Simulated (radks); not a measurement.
Q: All-electron atom: Hg XXXV in [Kr] 4d10 (the NIST ground configuration). All-electron calculation, non-relativistic Kohn-Sham, LB94 model potential, spin-polarised, spherical densities, point nucleus; relativity is left out, which matters for an element this heavy. Program: a radial shooting solver on a logarithmic mesh with Libxc functionals. Some entries of the table are withheld. Estimate them.

orbital  occ.  eigenvalue (eV)  <1/r> (bohr^-1)  <r> (bohr)
1s          2        -76562.75            79.49     0.01891
2s          2        -13960.63            18.71     0.07960
2p          6        -13485.25              (1)     0.06723
3s          2        -4323.912              (2)      0.1991
3p          6              (3)            7.276      0.1895
3d         10        -3683.625            7.193      0.1654
4s          2        -1832.830            3.469      0.4095
4p          6        -1734.104              (4)      0.4074
4d         10        -1555.334            3.306         (5)
5s          0        -1018.051            1.972      0.7168
5p          0        -972.1227            1.936      0.7245

A: 
(1) 2p <1/r> (bohr^-1): 18.77
(2) 3s <1/r> (bohr^-1): 7.319
(3) 3p eigenvalue (eV): -4100.745
(4) 4p <1/r> (bohr^-1): 3.414
(5) 4d <r> (bohr): 0.3986
